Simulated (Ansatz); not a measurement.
Compare A (`CCOBCl`) with its isomer B (`OBCCCl`).

Isolated molecules relaxed with PBE0-D4/def2-TZVP in Ansatz; ΔE leaves out vibrations. CCSD(T)/CBS adds triple-zeta CCSD(T) − MP2 to the extrapolated MP2 energy (def2 sets, frozen cores). DFT in def2-TZVPP. B3LYP here is the variant with VWN-RPA as its local correlation; programs differ in this. One conformer a species, not always the lowest.

(1) Which isomer does CCSD(T)/CBS put lower? Give the gap. (An estimate is asked.)

(2) Give E(B) − E(A) in kJ/mol with CCSD(T)/def2-TZVPP, PBE0-D4, MP2/def2-TZVPP, ωB97M-V, CCSD/def2-TZVPP, r2SCAN-D4, B3LYP. (An estimate is asked.)

Largest T1 diagnostic: 0.012.

Results:

(1) Ansatz gave: A, by 68.6 kJ/mol.

(2) Computed: CCSD(T)/def2-TZVPP 71.9, PBE0-D4 70.0, MP2/def2-TZVPP 70.4, ωB97M-V 70.1, CCSD/def2-TZVPP 72.4, r2SCAN-D4 74.4, B3LYP 76.8. None reverses the order clearly.

In def2-TZVPP, CCSD(T) changes the Hartree–Fock value by −9.7 kJ/mol (the triples alone add −0.5 kJ/mol) and MP2 by −11.2 kJ/mol.
